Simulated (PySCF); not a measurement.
This PySCF input asks for the NMR shieldings of `C([C@@H]1[SiH2][C@@H](C)[Si@H]1CCl)#N`, C5H10ClNSi2; the geometry comes from GFN2-xTB.

```python
import basis_set_exchange as bse
import numpy as np
from pyscf import gto, dft
from pyscf.prop import nmr

atoms = """
C    -1.972726   -1.028892    0.520171
C    -1.100522    0.219041    0.449657
Si   -0.759405    1.007213   -1.280151
C     1.101447    1.158846   -0.728318
C     1.475640    2.483611   -0.413456
N     1.746762    3.563352   -0.135023
Si    0.778646    0.072989    0.835996
C     1.454548   -1.692377    0.542704
Cl    1.065325   -2.213350   -1.118133
H    -2.034427   -1.403478    1.540715
H    -2.983526   -0.810424    0.180087
H    -1.570613   -1.818181   -0.108940
H    -1.541188    0.973048    1.106995
H    -0.891410    0.095543   -2.412807
H    -1.423731    2.282841   -1.535275
H     1.819051    0.752276   -1.439110
H     1.289852    0.539357    2.127889
H     2.534587   -1.755566    0.646017
H     1.001884   -2.416596    1.213521
"""
names = dict.fromkeys(["C", "Si", "N", "Cl", "H"], "pcSseg-1")
basis = {el: gto.basis.parse(bse.get_basis(n, elements=[el], fmt="nwchem")) for el, n in names.items()}
mol = gto.M(atom=atoms, basis=basis, charge=0, verbose=0)
mf = dft.RKS(mol, xc="PBE0")
mf.grids.level = 2
mf.grids.alignment = dft.numint.BLKSIZE   # the property module wants whole blocks of grid points
mf.conv_tol = 1e-9
mf.kernel()

calc = nmr.RKS(mf)   # GIAO
C = mf.mo_coeff
Co = C[:, mf.mo_occ > 0]
resp = mf.gen_response(singlet=True, hermi=2)
def vind(x):   # induced exchange potential for any number of trial vectors
    d = np.einsum("pi,xij,qj->xpq", C, 2 * x.reshape(-1, C.shape[1], Co.shape[1]), Co, optimize=True)
    return np.einsum("xpq,pi,qj->xij", resp(d - d.transpose(0, 2, 1)), C, Co, optimize=True).ravel()
mo1, _ = nmr.rhf.solve_mo1(calc, with_cphf=vind)
sigma = calc.kernel(mo1)
for i, s in enumerate(sigma):   # ppm
    print("%2d %-2s %9.2f" % (i, mol.atom_pure_symbol(i), np.trace(s) / 3))
```

**Question.** What are the results?

**Answer.** 
```
 0 C     173.72
 1 C     172.47
 2 Si    370.42
 3 C     189.91
 4 C      62.97
 5 N     -24.73
 6 Si    347.10
 7 C     155.51
 8 Cl    925.58
 9 H      30.52
10 H      30.42
11 H      29.94
12 H      29.78
13 H      26.86
14 H      26.73
15 H      29.85
16 H      26.42
17 H      28.46
18 H      28.54
```

These numbers come from an equivalent density-fitted implementation of the same equations, which agrees with the script to about 0.01 ppm for H and up to a few tenths of a ppm for heavy atoms, so last digits may differ.

**Question.** Turn these shieldings into chemical shifts. Referencing at the same level of theory: TMS for ¹³C (σref 186.93), ²⁹Si (σref 349.16), ¹H (σref 31.72); ¹⁵N (σref 267.73) against NH3; ³⁵Cl (σref 949.78) against HCl.

**Answer.** Averaging equivalent atoms: C 4: 124.0; C 7: 31.4; C 1: 14.5; C 0: 13.2; C 3: -3.0; Si 6: 2.1; Si 2: -21.3; N 5: 292.5; Cl 8: 24; H 16: 5.30; H 14: 4.99; H 13: 4.85; H 17: 3.26; H 18: 3.18; H 12: 1.93; H 15: 1.87; H 9/10/11: 1.42 ppm. Experimental scales use liquid or dissolved standards, which lie at an offset from isolated NH3 (liquid NH3: subtract about 20 ppm). Unscaled 15N shifts of sp2 nitrogen come out 20 to 40 ppm too high even then.

Size and cost of the density-fitted run: 224 basis functions, 91 s wall time on 1 thread of an Arm Neoverse N1, shared host; peak memory 1 GiB.
